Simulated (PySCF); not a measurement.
C₄H₄Cl₂. Atoms are numbered in the order given.

```xyz
10

C     -0.4643    -3.2593     0.0000
C      0.1140    -2.0460     0.0000
C     -0.6355    -0.8033     0.0000
C     -0.1073     0.4358     0.0000
Cl     1.6005     0.7537     0.0000
Cl    -1.1006     1.8587     0.0000
H     -1.5525    -3.3748     0.0000
H      0.1343    -4.1729     0.0000
H      1.2046    -1.9632     0.0000
H     -1.7273    -0.8640     0.0000
```
Charge 0, spin multiplicity 1.

Coordinates come from a B3LYP-D3(BJ)/def2-SVP optimisation. The values are those of a single conformer.

These are PBE/pcSseg-1 (PySCF) values and carry that method's errors.

GIAO shieldings, no solvent; atoms listed in one row are averaged. δ = σ(ref) − σ: ¹³C against TMS (σ = 182.0 ppm); ³⁵Cl against HCl (σ = 936.5 ppm); ¹H against TMS (σ = 31.49 ppm), references at their B3LYP-D3(BJ)/def2-TZVP geometries, non-relativistic (without spin–orbit terms, shifts of atoms bonded to Cl or Br come out too high).

Computed chemical shifts:
| nucleus | atoms | count | δ (ppm) |
|---|---|---|---|
| ¹³C | C4 | 1 | 148.0 |
| ¹³C | C2 | 1 | 140.5 |
| ¹³C | C3 | 1 | 136.7 |
| ¹³C | C1 | 1 | 126.8 |
| ³⁵Cl | Cl6 | 1 | 381.9 |
| ³⁵Cl | Cl5 | 1 | 348.9 |
| ¹H | H9 | 1 | 6.92 |
| ¹H | H10 | 1 | 6.51 |
| ¹H | H7, H8 | 2 | 5.73 |
